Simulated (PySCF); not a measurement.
C5H5O3 (doublet state).
Geometry (GFN2-xTB, Å), atoms numbered from 1 in this order:
```
atom  x, y, z in Å
O1     2.2281   -1.1139    0.7425
C2     1.3781   -0.5918    0.0721
O3     1.6427    0.2817   -0.9062
C4    -0.1304   -0.7327    0.3253
C5    -0.4497    0.3539    1.2940
O6    -1.2098    1.3113    0.7120
C7    -1.5408    0.8732   -0.5237
C8    -0.9858   -0.3068   -0.8282
H9     2.5995    0.4253   -0.9794
H10   -0.3093   -1.7473    0.7007
H11    0.0547    0.5979    2.2049
H12   -2.1961    1.5060   -1.0913
H13   -1.0855   -0.8563   -1.7405
```

Structure optimised with GFN2-xTB, isolated species. This method treats the open shell by occupation alone, without spin polarisation.

Take the most abundant isotopes and a rigid rotor. The values belong to one conformer with, in the numbering `[O:1]=[C:2]([OH:3])[C@H:4]1[CH:5][O:6][CH:7]=[CH:8]1`, O1–C2–O3–H 0°, O1–C2–C4–C5 87°.

Task: Give the principal moments of inertia and the rotational constants in cm⁻¹.

Result: Ia = 112.70, Ib = 298.12, Ic = 330.47 u·Å²; 505379 MHz·u·Å²/I gives 4484, 1695 and 1529 MHz, that is A = 0.14959, B = 0.05655, C = 0.05101 cm⁻¹.

Task: Classify the top.

Result: An asymmetric top. Ray's parameter κ = (2B − A − C)/(A − C) = -0.888; −1 is the prolate and +1 the oblate limit.

Task: Is it planar, by Δ = Ic − Ia − Ib?

Result: Not planar: Δ = Ic − Ia − Ib = -80.35 u·Å². For a rigid frame Δ = −2 Σ m c², so Σ m c² = 40.18 u·Å² lies off the ab plane: 7.42 from hydrogen and 32.76 from heavier atoms. The atom farthest from that plane is 1.77 Å away.

Task: List the rotational levels J(Ka,Kc) to J = 2 (MHz).

Result: Above 0(0,0):
J = 1: 1(0,1) 3225, 1(1,1) 6014, 1(1,0) 6180
J = 2: 2(0,2) 9666, 2(1,2) 12297, 2(1,1) 12795, 2(2,1) 21162, 2(2,0) 21170
Those of J = 1 are B + C, A + C and A + B.

Task: Estimate the classical rotational partition function at 10 K, 100 K and 298.15 K.

Result: Point group C1, symmetry number σ = 1; q = (√π/σ)·√((kT/h)³/(ABC)), k/h = 20836.6 MHz/K: 1560 at 10 K, 49400 at 100 K, 255000 at 298.15 K.

For this open shell read J as N, the rotation without spin; fine and hyperfine splittings come on top. Stationary, but not proved a minimum. Constants of a rigid frame at the computed geometry: no zero-point averaging, no centrifugal distortion.
